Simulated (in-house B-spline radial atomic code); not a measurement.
## Te VIII (Te7+): [He] 2s2 (2p1/2)2 (2p3/2)3 3s2 3p6 3d10 4s2 4p6 4d10 (with a hole in an inner shell)

Method: Dirac-Hartree-Fock, average of the jj configuration, Fermi nucleus of rms radius 4.7423 fm. Calculated with an all-electron radial atomic-structure program (B-spline basis).

Z_r = [3n² - l(l+1)]/(2<r>); Z_e = n√(-2ε); the last column is Slater's effective charge. Values are occupation-weighted means over j. An effective charge above Z reflects the relativistic contraction of the inner shells.

| shell | electrons | ε (eV) | <r> (bohr) | Z_r | Z_e | Slater |
| --- | --- | --- | --- | --- | --- | --- |
| 1s | 2 | -32294 | 0.02779 | 53.98 | 48.72 | 51.70 |
| 2s | 2 | -5206.9 | 0.1186 | 50.58 | 39.13 | 48.20 |
| 2p | 5 | -4740.1 | 0.1038 | 48.15 | 37.33 | 48.20 |
| 3s | 2 | -1173.2 | 0.316 | 42.72 | 27.86 | 41.60 |
| 3p | 6 | -1002.9 | 0.3128 | 39.96 | 25.76 | 41.60 |
| 3d | 10 | -744.63 | 0.2881 | 36.45 | 22.19 | 31.85 |
| 4s | 2 | -296.59 | 0.7476 | 32.10 | 18.68 | 25.25 |
| 4p | 6 | -239.84 | 0.7929 | 29.01 | 16.79 | 25.25 |
| 4d | 10 | -152.36 | 0.8939 | 23.49 | 13.39 | 13.85 |

The least bound orbital is 4d5/2 at -151.5 eV, and it is also the most diffuse (<r> = 0.8983 bohr). The part-filled 2p shell lies below the filled 4d shell in orbital energy.

For the 1s electron the small component carries 3.67 % of the norm, the zero-frequency Breit interaction raises the level by 75.54 eV, self-energy by 43.91 eV, and vacuum polarisation lowers it by 5.964 eV.
